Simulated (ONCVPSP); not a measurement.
**An all-electron radial function and its pseudo partner (oxygen)**

Columns: radius, all-electron u(r) and pseudo u(r) of the 2p shell (level -43.25 eV) of oxygen in the configuration [He] 2s2 2p2; PBE, non-relativistic, ONCV scheme, ONCVPSP 4.0.1.

```tsv
r (bohr)	all-electron	pseudo
0.065	0.0603	0.0253
0.130	0.1894	0.0979
0.195	0.3392	0.2093
0.260	0.4849	0.3469
0.325	0.6143	0.4958
0.390	0.7225	0.6413
0.455	0.8087	0.7707
0.520	0.8741	0.8752
0.585	0.9198	0.9499
0.650	0.9477	0.9945
0.715	0.9602	1.0119
0.780	0.9594	1.0071
0.845	0.9480	0.9861
0.910	0.9278	0.9544
0.975	0.9008	0.9168
1.040	0.8687	0.8766
1.105	0.8328	0.8357
1.170	0.7944	0.7950
1.235	0.7545	0.7545
1.300	0.7137	0.7137
1.365	0.6729	0.6729
1.430	0.6325	0.6325
1.495	0.5929	0.5929
1.560	0.5545	0.5545
1.625	0.5174	0.5174
1.690	0.4819	0.4819
```

Problem. How many radial nodes do the two functions have?

Solution. The all-electron 2p function has n − l − 1 = 0; the pseudo-wave has 0.

Problem. At about which radius was the pseudo-wave matched?

Solution. 1.25 bohr, where the columns begin to agree (steps of 0.07 bohr).

Problem. Where does each function peak?

Solution. Outermost all-electron maximum near 0.71 bohr, pseudo maximum near 0.71 bohr (to the table’s step).

Problem. Is the pseudo-wave norm-conserving?

Solution. Yes: the ONCV scheme keeps the norm inside the radius equal to the all-electron one, which fixes the energy derivative of the logarithmic derivative at the level.
